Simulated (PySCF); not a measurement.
**A small calculation by hand: refractive index and permittivity of the vapour**

C2H7GaO, SMILES C[O][GaH][CH3].

Geometry: B3LYP-D3(BJ)/def2-SVP. Other conformers were not sampled.

PySCF with M06-2X/def2-TZVP gives a mean static polarisability of 56.5 bohr³ and a dipole moment of 1.11 D. Take an ideal gas at 298.15 K and 1 bar, whether or not the substance is that volatile.

Question: Work out n − 1 in the optical limit and the static ε − 1.

Answer: 
Polarisability volume α' = 56.5 × 0.148185 = 8.37 Å³. Number density N = p/kT = 2.43e-5 Å⁻³.
Dilute limit of Lorentz–Lorenz: n − 1 = 2π N α' = 0.0013.
Orientation term of Debye: μ²/(3kT) = 8.098 Å³ × μ²(D²) = 9.98 Å³.
ε − 1 = 4π N (α' + μ²/3kT) = 0.0056. Orientation of the dipole supplies 54 % of the static response; it can't follow optical fields. Vibrational polarisation and dispersion are left out.
